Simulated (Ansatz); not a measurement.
Reaction (ligand exchange at a B–C bond): `CBCC` + CH₃NH₂ → `CCBNC` + CH₄

Gas-phase electronic energies from Ansatz, PBE0-D4/def2-TZVP geometries. CCSD(T)/CBS adds triple-zeta CCSD(T) − MP2 to the extrapolated MP2 energy (def2 sets, frozen cores). This one scheme is used for every species. One conformer a species, not always the lowest.

```tsv
species	CCSD(T)/CBS(def2) energy (Eh)
`CBCC`	-144.37049
CH₃NH₂	-95.75281
`CCBNC`	-199.71933
CH₄	-40.46206
```

Task: Work out ΔE.

Result: ΔE = (-199.71933) + (-40.46206) − (-144.37049) − (-95.75281) = -0.05809 Eh = -1.58 eV.

Largest T1 diagnostic among the species: 0.011.

In def2-TZVPP, CCSD(T) changes the Hartree–Fock value by −0.11 eV (the triples alone add −0.03 eV) and MP2 by −0.13 eV.
